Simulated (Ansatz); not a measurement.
Computed with Ansatz on PBE0-D4/def2-TZVP structures; ΔE is electronic, products minus reactants. CCSD(T)/CBS is the MP2 limit (def2-TZVPP, def2-QZVPP) plus CCSD(T) − MP2 in def2-TZVPP, frozen cores. DFT in def2-TZVPP. B3LYP here is the variant with VWN-RPA as its local correlation; programs differ in this. One conformer a species, not always the lowest.

Reaction (ligand exchange at a B–O bond): `NBO[SiH3]` + `O[SiH2]F` → `NBO[SiH2]F` + silanol

```json
{"level": "PBE-D4", "ΔE (kJ/mol)": "2.4", "difference from CCSD(T)/CBS": "0.7"}
{"level": "r2SCAN-D4", "ΔE (kJ/mol)": "2.1", "difference from CCSD(T)/CBS": "0.4"}
{"level": "PBE0-D4", "ΔE (kJ/mol)": "2.1", "difference from CCSD(T)/CBS": "0.4"}
{"level": "B3LYP-D4", "ΔE (kJ/mol)": "2.0", "difference from CCSD(T)/CBS": "0.3"}
{"level": "ωB97X-V", "ΔE (kJ/mol)": "2.1", "difference from CCSD(T)/CBS": "0.4"}
{"level": "B2PLYP", "ΔE (kJ/mol)": "2.2", "difference from CCSD(T)/CBS": "0.5"}
{"level": "r2SCAN", "ΔE (kJ/mol)": "2.1", "difference from CCSD(T)/CBS": "0.4"}
{"level": "PBE0", "ΔE (kJ/mol)": "2.3", "difference from CCSD(T)/CBS": "0.6"}
{"level": "B3LYP", "ΔE (kJ/mol)": "2.2", "difference from CCSD(T)/CBS": "0.5"}
{"level": "HF/def2-TZVPP", "ΔE (kJ/mol)": "1.3", "difference from CCSD(T)/CBS": "-0.4"}
{"level": "MP2/def2-TZVPP", "ΔE (kJ/mol)": "2.1", "difference from CCSD(T)/CBS": "0.4"}
{"level": "SCS-MP2/def2-TZVPP", "ΔE (kJ/mol)": "1.9", "difference from CCSD(T)/CBS": "0.2"}
{"level": "CCSD/def2-TZVPP", "ΔE (kJ/mol)": "1.7", "difference from CCSD(T)/CBS": "0.0"}
{"level": "CCSD(T)/def2-TZVPP", "ΔE (kJ/mol)": "1.9", "difference from CCSD(T)/CBS": "0.2"}
{"level": "MP2/def2-QZVPP", "ΔE (kJ/mol)": "2.0", "difference from CCSD(T)/CBS": "0.3"}
{"level": "MP2/CBS(def2)", "ΔE (kJ/mol)": "2.0", "difference from CCSD(T)/CBS": "0.3"}
{"level": "CCSD(T)/CBS", "ΔE (kJ/mol)": "1.7", "difference from CCSD(T)/CBS": "0"}
```

Largest T1 diagnostic among the species: 0.012.
